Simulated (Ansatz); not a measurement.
Ansatz (an electronic-structure program) input file for Ta(NH)(Cl)2(Me) (CH4Cl2NTa), SMILES [CH3][Ta](=[NH])([Cl])[Cl], multiplicity 1, PBE-D3(BJ)/def2-SVP. 

Ansatz 0.2 input:
```yaml
crystal:
  periodic: [false, false, false]
  atoms:
    - {symbol: Ta, position_ang: [0.07745316, -0.13006136, 0.00000000]}
    - {symbol: N, position_ang: [1.62265340, -0.95289964, -0.00000000]}
    - {symbol: H, position_ang: [2.54279035, -1.37769274, -0.00000000]}
    - {symbol: Cl, position_ang: [-0.21238836, 1.00980842, 1.99466830]}
    - {symbol: Cl, position_ang: [-0.21238836, 1.00980842, -1.99466830]}
    - {symbol: C, position_ang: [-1.28830980, -1.76721879, -0.00000001]}
    - {symbol: H, position_ang: [-1.13959890, -2.40123112, 0.89013967]}
    - {symbol: H, position_ang: [-2.32518379, -1.38524208, -0.00000001]}
    - {symbol: H, position_ang: [-1.13959889, -2.40123111, -0.89013967]}
basis:
  gaussian:
    orbitals: def2-SVP
hamiltonian:
  xc: pbe
  dispersion: d3bj
relax: {f_tol: 0.002, max_steps: 200}
```

It prints:

```
WARN ansatz: RAYON_NUM_THREADS=1 ignored (pool sized by the plan → 1); use --threads N
Functional definition: PBE
integrals: 0.06 GiB planned
1256 factors; their error is unknown
mean field: 0.35 GiB planned
mean field evaluation 1: about -29152.3518 eV, gradient 9.3e1 eV
mean field evaluation 2: about -28988.1764 eV, gradient 2.4e2 eV
mean field evaluation 4: about -29167.2967 eV, gradient 4.2e1 eV
mean field evaluation 8: about -29171.6281 eV, gradient 7.0e-1 eV
mean field evaluation 16: about -29171.5627 eV, gradient 2.6e-3 eV
mean field -29171.56268343 eV, -1072.0351554207 hartree, gradient 4.7e-5 eV, S^2 0.000000; 0 other end points of the search recorded, 0 dependent functions left out
the calculation of the forces begins
reference -29171.56274371 eV, -1072.0351576358 hartree; 32, 32 occupied and 84, 84 virtual orbitals, 1256 factors
relax step   1: F+E_penalty+E_count = -29171.80530125 eV  Δ(F+E_penalty+E_count) = +0.000e0 eV  max|allowed force component| = 7.023e-1 eV/Å  Δτ_max = 0.0000 Å  (32 SCF iters, accepted)
these checks for a lower state are left out or cut short: starts, cluster_reference, orbital_swaps, neighbouring_geometries, increment
integrals: 0.06 GiB planned
1256 factors; their error is unknown
mean field: 0.34 GiB planned
mean field -29171.57925477 eV, -1072.0357644063 hartree, gradient 2.6e-5 eV, S^2 0.000000; 0 other end points of the search recorded, 0 dependent functions left out
the calculation of the forces begins
reference -29171.57931495 eV, -1072.0357666178 hartree; 32, 32 occupied and 84, 84 virtual orbitals, 1256 factors
relax step   2: F+E_penalty+E_count = -29171.81970980 eV  Δ(F+E_penalty+E_count) = -1.441e-2 eV  max|allowed force component| = 1.283e-1 eV/Å  Δτ_max = 0.0226 Å  (33 SCF iters, accepted)
these checks for a lower state are left out or cut short: starts, cluster_reference, orbital_swaps, neighbouring_geometries, increment
integrals: 0.06 GiB planned
1256 factors; their error is unknown
mean field: 0.34 GiB planned
mean field evaluation 32: about -29171.5797 eV, gradient 2.1e-1 eV
mean field -29171.57978045 eV, -1072.0357837246 hartree, gradient 2.5e-5 eV, S^2 0.000000; 0 other end points of the search recorded, 0 dependent functions left out
the calculation of the forces begins
reference -29171.57984070 eV, -1072.0357859387 hartree; 32, 32 occupied and 84, 84 virtual orbitals, 1256 factors
relax step   3: F+E_penalty+E_count = -29171.82061074 eV  Δ(F+E_penalty+E_count) = -9.009e-4 eV  max|allowed force component| = 5.497e-2 eV/Å  Δτ_max = 0.0161 Å  (33 SCF iters, accepted)
these checks for a lower state are left out or cut short: starts, cluster_reference, orbital_swaps, neighbouring_geometries, increment
integrals: 0.06 GiB planned
1256 factors; their error is unknown
mean field: 0.34 GiB planned
mean field -29171.57995493 eV, -1072.0357901364 hartree, gradient 2.5e-5 eV, S^2 0.000000; 0 other end points of the search recorded, 0 dependent functions left out
the calculation of the forces begins
reference -29171.58001514 eV, -1072.0357923493 hartree; 32, 32 occupied and 84, 84 virtual orbitals, 1256 factors
relax step   4: F+E_penalty+E_count = -29171.82091900 eV  Δ(F+E_penalty+E_count) = -3.083e-4 eV  max|allowed force component| = 1.854e-2 eV/Å  Δτ_max = 0.0108 Å  (34 SCF iters, accepted)
these checks for a lower state are left out or cut short: starts, cluster_reference, orbital_swaps, neighbouring_geometries, increment
integrals: 0.06 GiB planned
1256 factors; their error is unknown
mean field: 0.34 GiB planned
mean field -29171.57999006 eV, -1072.0357914276 hartree, gradient 2.5e-5 eV, S^2 0.000000; 0 other end points of the search recorded, 0 dependent functions left out
the calculation of the forces begins
reference -29171.58005028 eV, -1072.0357936406 hartree; 32, 32 occupied and 84, 84 virtual orbitals, 1256 factors
relax step   5: F+E_penalty+E_count = -29171.82093064 eV  Δ(F+E_penalty+E_count) = -1.164e-5 eV  max|allowed force component| = 8.304e-3 eV/Å  Δτ_max = 0.0014 Å  (35 SCF iters, accepted)
these checks for a lower state are left out or cut short: starts, cluster_reference, orbital_swaps, neighbouring_geometries, increment
integrals: 0.06 GiB planned
1256 factors; their error is unknown
mean field: 0.34 GiB planned
mean field -29171.58000982 eV, -1072.0357921538 hartree, gradient 2.5e-5 eV, S^2 0.000000; 0 other end points of the search recorded, 0 dependent functions left out
the calculation of the forces begins
reference -29171.58007004 eV, -1072.0357943668 hartree; 32, 32 occupied and 84, 84 virtual orbitals, 1256 factors
relax step   6: F+E_penalty+E_count = -29171.82094591 eV  Δ(F+E_penalty+E_count) = -1.527e-5 eV  max|allowed force component| = 3.902e-3 eV/Å  Δτ_max = 0.0025 Å  (35 SCF iters, accepted)
these checks for a lower state are left out or cut short: starts, cluster_reference, orbital_swaps, neighbouring_geometries, increment
integrals: 0.06 GiB planned
1256 factors; their error is unknown
mean field: 0.34 GiB planned
mean field evaluation 64: about -29171.5800 eV, gradient 4.9e-5 eV
mean field -29171.58001281 eV, -1072.0357922636 hartree, gradient 1.7e-5 eV, S^2 0.000000; 0 other end points of the search recorded, 0 dependent functions left out
the calculation of the forces begins
reference -29171.58007303 eV, -1072.0357944767 hartree; 32, 32 occupied and 84, 84 virtual orbitals, 1256 factors
relax step   7: F+E_penalty+E_count = -29171.82094984 eV  Δ(F+E_penalty+E_count) = -3.931e-6 eV  max|allowed force component| = 2.377e-3 eV/Å  Δτ_max = 0.0017 Å  (25 SCF iters, accepted)
these checks for a lower state are left out or cut short: starts, cluster_reference, orbital_swaps, neighbouring_geometries, increment
integrals: 0.06 GiB planned
1256 factors; their error is unknown
mean field: 0.34 GiB planned
mean field -29171.58002637 eV, -1072.0357927621 hartree, gradient 8.5e-5 eV, S^2 0.000000; 0 other end points of the search recorded, 0 dependent functions left out
the calculation of the forces begins
reference -29171.58008660 eV, -1072.0357949754 hartree; 32, 32 occupied and 84, 84 virtual orbitals, 1256 factors
relax step   8: F+E_penalty+E_count = -29171.82095063 eV  Δ(F+E_penalty+E_count) = -7.957e-7 eV  max|allowed force component| = 6.436e-4 eV/Å  Δτ_max = 0.0008 Å  (21 SCF iters, accepted)
integrals: 0.06 GiB planned
1256 factors; their error is unknown
mean field: 0.34 GiB planned
mean field evaluation 96: about -29171.5800 eV, gradient 8.5e-5 eV
mean field -29171.58002637 eV, -1072.0357927621 hartree, gradient 8.5e-5 eV, S^2 0.000000; 1 other end points of the search recorded, 0 dependent functions left out
the calculation of the forces begins
reference -29171.58008660 eV, -1072.0357949754 hartree; 32, 32 occupied and 84, 84 virtual orbitals, 1256 factors
Total energy: -29171.82101086 eV, -1072.0446487786 hartree
Atom 0 at     0.074241    -0.123133    -0.000000 Å, force    -0.000443     0.000177    -0.000000 eV/Å
Atom 1 at     1.633987    -0.956277     0.000000 Å, force     0.000045    -0.000213     0.000000 eV/Å
Atom 2 at     2.564811    -1.377729     0.000000 Å, force     0.000644    -0.000176    -0.000000 eV/Å
Atom 3 at    -0.211484     1.019127     2.004785 Å, force    -0.000110    -0.000021     0.000147 eV/Å
Atom 4 at    -0.211484     1.019127    -2.004785 Å, force    -0.000110    -0.000021    -0.000147 eV/Å
Atom 5 at    -1.295387    -1.770442    -0.000000 Å, force     0.000120    -0.000039     0.000000 eV/Å
Atom 6 at    -1.144591    -2.410063     0.895778 Å, force    -0.000097     0.000214    -0.000313 eV/Å
Atom 7 at    -2.340073    -1.386507    -0.000000 Å, force     0.000047    -0.000133    -0.000000 eV/Å
Atom 8 at    -1.144591    -2.410063    -0.895778 Å, force    -0.000097     0.000214     0.000313 eV/Å
Dipole moment:     0.017529    -0.308926    -0.000000 e Å
```

The run converged.

Cost: around 30 core-seconds (rough).
